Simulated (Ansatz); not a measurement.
Program: Ansatz. Geometries: PBE0-D4/def2-TZVP. ΔE: electronic, gas phase. CCSD(T)/CBS is the MP2 limit (def2-TZVPP, def2-QZVPP) plus CCSD(T) − MP2 in def2-TZVPP, frozen cores. This one scheme is used for every species. def2 core potentials past Kr. For In outer-core shells are correlated without core-valence functions, which leaves a few kJ/mol of doubt a bond. Each species was taken in one conformer, which may not be the lowest.

`N[CH]([SiH3])[InH2]` + CH₃OH → `COC(N)[SiH3]` + `[InH3]`  (substitution at a C–In bond)

```json
{"species": "`N[CH]([SiH3])[InH2]`", "MP2/def2-TZVPP energy (Eh)": "-575.92690"}
{"species": "CH₃OH", "MP2/def2-TZVPP energy (Eh)": "-115.52185"}
{"species": "`COC(N)[SiH3]`", "MP2/def2-TZVPP energy (Eh)": "-500.21492"}
{"species": "`[InH3]`", "MP2/def2-TZVPP energy (Eh)": "-191.21827"}
```

Problem. Work out ΔE.

Solution. ΔE = (-500.21492) + (-191.21827) − (-575.92690) − (-115.52185) = 0.01556 Eh = +9.8 kcal/mol. CCSD(T)/CBS gives +9.6 kcal/mol.

Largest T1 diagnostic among the species: 0.014.

In def2-TZVPP, CCSD(T) changes the Hartree–Fock value by +4.9 kcal/mol (the triples alone add +0.4 kcal/mol) and MP2 by +7.3 kcal/mol.
